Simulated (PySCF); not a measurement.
A side-by-side comparison of computed properties.

First species: C5H6F2.
SMILES: `C=C=C(CF)CF`

Second species: C4H7FO4.
Z-matrix (Å and degrees, GFN2-xTB geometry), rows numbered from 1:
```
C 
O   1  1.4253
C   2  1.3253  1  117.24
O   3  1.1943  2  126.85  1     0.78
O   3  1.3473  2  107.63  1  -178.14
C   5  1.4159  3  116.85  2  -174.29
O   6  1.3962  5  111.33  3    93.72
C   7  1.3775  6  114.84  5    69.50
F   8  1.3738  7  110.55  6    71.14
H   1  1.0908  2  110.24  3    -5.59
H   1  1.0893  2  107.70  3  -126.11
H   1  1.0901  2  108.41  3   114.98
H   6  1.0963  5  106.11  3  -144.72
H   6  1.0946  5  110.18  3   -23.79
H   8  1.0995  7  113.03  6   -47.90
H   8  1.0943  7  107.52  6  -172.02
```

Levels: PBE0/pcSseg-1 for HOMO energy, LUMO energy and HOMO–LUMO gap. Geometries: GFN2-xTB. All species are isolated and taken at one optimised geometry, non-relativistic unless stated. Electronic properties by PySCF.

Dipoles, sizes and rotational constants follow the conformer. The torsions of the flexible species, by atom-mapped SMILES:
- `[CH2:1]=[C:2]=[C:3]([CH2:4][F:5])[CH2:6][F:7]`: C2–C3–C4–F5 -110°, C2–C3–C6–F7 -109°

The conformers of `COC(=O)OCOCF` aren't listed.

```tsv
property	column X	column Y
HOMO energy	-8.08 eV	-8.82 eV
LUMO energy	-0.35 eV	0.95 eV
HOMO–LUMO gap	7.73 eV	9.77 eV
```

(1) Which column belongs to which species?

(2) How does each property change from the first species to the second?

## Answers

(1) Column X is the first species and column Y the second. The first has 13 atoms and 54 electrons, the second 16 and 72.

(2) HOMO energy -0.74 eV; LUMO energy +1.30 eV; HOMO–LUMO gap +2.04 eV.

